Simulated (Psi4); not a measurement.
HI₂In, singlet, at a GFN2-xTB geometry (such geometries of metal compounds can be far from the true shape) (core potentials on I, In); R2SCAN/def2-TZVPPD run with Psi4 1.11.

Psi4 was given this input:
```
memory 2 GB

molecule mol {
0 1
In   -0.588346   -0.671145    0.172426
H    -1.692611   -1.930816    0.496051
I     1.906916   -0.771058    1.160099
I    -1.331037    1.427981   -1.328871
}

set {
  basis def2-tzvppd
  reference rks
}

energy('r2scan')
print_variables()
```

It wrote (shortened):

```
   => Loading Basis Set <=

    Name: DEF2-TZVPPD
    Role: ORBITAL
    Keyword: BASIS

    !!!  WARNING: ECP capability is in beta. Please check occupations closely.  !!!

         ---------------------------------------------------------
                                   SCF
               by Justin Turney, Rob Parrish, Andy Simmonett
                          and Daniel G. A. Smith
                              RKS Reference
         ---------------------------------------------------------

  ==> Geometry <==

    Molecular point group: c1
    Full point group: C1

    Geometry (in Angstrom), charge = 0, multiplicity = 1:

       Center              X                  Y                   Z               Mass
    ------------   -----------------  -----------------  -----------------  -----------------
         IN          -0.598549723270    -0.682784539212     0.175416292054   114.903878776000
         H           -1.702814723270    -1.942455539212     0.499041292054     1.007825032230
         I            1.896712276730    -0.782697539212     1.163089292054   126.904471900000
         I           -1.341240723270     1.416341460788    -1.325880707946   126.904471900000

  Running in c1 symmetry.

  Rotational constants: A =      0.11092  B =      0.01235  C =      0.01111 [cm^-1]
  Rotational constants: A =   3325.28025  B =    370.19217  C =    333.10835 [MHz]
  Nuclear repulsion =  291.611387640787200

  Charge       = 0
  Multiplicity = 1
  Electrons    = 72
  Nalpha       = 36
  Nbeta        = 36

  ==> Algorithm <==

  SCF Algorithm Type is DF.
  DIIS enabled.
  MOM disabled.
  Fractional occupation disabled.
  Guess Type is SAD.
  Energy threshold   = 1.00e-06
  Density threshold  = 1.00e-06
  Integral threshold = 1.00e-12

  ==> Primary Basis <==

  Basis Set: DEF2-TZVPPD
    Blend: DEF2-TZVPPD
    Number of shells: 63
    Number of basis functions: 191
    Number of Cartesian functions: 222
    Spherical Harmonics?: true
    Max angular momentum: 3

  Core potential: DEF2-TZVPPD
    Number of shells: 12
    Number of ECP primitives: 76
    Number of ECP core electrons: 84
    Max angular momentum: 3

  ==> DFT Potential <==

   => LibXC <=

    Version 7.1.2
    S. Lehtola, C. Steigemann, M. J. T. Oliveira, and M. A. L. Marques,  SoftwareX 7, 1–5 (2018) (10.1016/j.softx.2017.11.002)

   => Composite Functional: R2SCAN <=

    r2SCAN Meta-GGA XC Functional  (0.1021/acs.jpclett.0c02405)
[...]
   @DF-RKS iter   5:  -786.55734992812893   -7.14976e-02   5.05640e-04 ADIIS/DIIS
   @DF-RKS iter   6:  -786.56074877147705   -3.39884e-03   1.45210e-04 ADIIS/DIIS
   @DF-RKS iter   7:  -786.56110292739720   -3.54156e-04   4.13608e-05 DIIS
   @DF-RKS iter   8:  -786.56112018572196   -1.72583e-05   6.60277e-06 DIIS
   @DF-RKS iter   9:  -786.56112091388650   -7.28165e-07   1.38707e-06 DIIS
   @DF-RKS iter  10:  -786.56112094043010   -2.65436e-08   7.40524e-07 DIIS
  Energy and wave function converged.

  ==> Post-Iterations <==

   Electrons on quadrature grid:
      Ntotal   =   71.9999906371 ; deviation = -9.363e-06

    Orbital Energies [Eh]
    ---------------------

    Doubly Occupied:

[...]
    Virtual:

[...]
    Final Occupation by Irrep:
              A
    DOCC [    36 ]
    NA   [    36 ]
    NB   [    36 ]

  @DF-RKS Final Energy:  -786.56112094043010

   => Energetics <=

    Nuclear Repulsion Energy =            291.6113876407871999
    One-Electron Energy =               -1953.8122047802939960
    Two-Electron Energy =                 937.5375799020735030
    DFT Exchange-Correlation Energy =     -61.8978837029967863
    Empirical Dispersion Energy =           0.0000000000000000
    VV10 Nonlocal Energy =                  0.0000000000000000
    Total Energy =                       -786.5611209404301007

Computation Completed

Properties will be evaluated at   0.000000,   0.000000,   0.000000 [a0]

Properties computed using the SCF density matrix

 Multipole Moments:

 ------------------------------------------------------------------------------------
     Multipole            Electronic (a.u.)      Nuclear  (a.u.)        Total (a.u.)
 ------------------------------------------------------------------------------------

 L = 1.  Multiply by 2.5417464519 to convert [e a0] to [Debye]
 Dipole X            :          0.3612828           -0.7286218           -0.3673390
 Dipole Y            :          0.4124134           -0.8311636           -0.4187502
 Dipole Z            :         -0.1060457            0.2135353            0.1074897
 Magnitude           :                                                    0.5673127

 ------------------------------------------------------------------------------------

  Variable Map:
  ----------------------------------------------------------------------------
[...]
  Array Variable Map:
  ----------------------------------------------------------------------------
[...]
[...]
```
